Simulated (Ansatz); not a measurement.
Ansatz (a program for electronic structure) input (wB97M-V/def2-TZVPD):

Ansatz 0.2 input:
```yaml
crystal:
  periodic: [false, false, false]
  atoms:
    - {symbol: Cu, position_ang: [-0.00049094, -0.00171046, -0.00106269]}
    - {symbol: O, position_ang: [1.36943429, 0.17075012, -1.08278617]}
    - {symbol: H, position_ang: [1.94534868, 0.92954787, -0.93379313]}
    - {symbol: O, position_ang: [-1.41201383, -0.31909867, 0.99061837]}
    - {symbol: H, position_ang: [-1.59047506, 0.30684382, 1.70195367]}
basis:
  gaussian:
    orbitals: def2-TZVPD
hamiltonian:
  xc: {name: wB97M-V}
total_charge: 1
magnetization: {spin_polarized: true, initial_magnetization: 2}
```

End of the output:

```
integrals: 0.09 GiB planned
1008 factors; their error is unknown
integrals: 0.12 GiB planned
251 factors; integrals over basis functions are off by at most 3.8e-5 eV
mean field: 1.11 GiB planned
mean field evaluation 1: about -48738.9552 eV, gradient 9.4e1 eV
mean field evaluation 2: about -48191.1521 eV, gradient 4.5e2 eV
mean field evaluation 4: about -48753.6645 eV, gradient 2.3e1 eV
mean field evaluation 8: about -48754.8094 eV, gradient 2.9e-1 eV
mean field evaluation 16: about -48754.8777 eV, gradient 1.1e-3 eV
mean field evaluation 32: about -48754.9309 eV, gradient 5.5e-2 eV
mean field evaluation 64: about -48754.7495 eV, gradient 3.1e0 eV
mean field -48754.93071505 eV, -1791.7106564991 hartree, gradient 6.5e-6 eV, S^2 2.013849; 8 other end points of the search recorded, 0 dependent functions left out
reference -48754.93079703 eV, -1791.7106595119 hartree; 24, 22 occupied and 122, 124 virtual orbitals, 1008 factors
Total energy: -48754.93079703 eV, -1791.7106595119 hartree
```

This state (charge 1, triplet) is run at the relaxed geometry of the species with charge 0 and multiplicity 2.
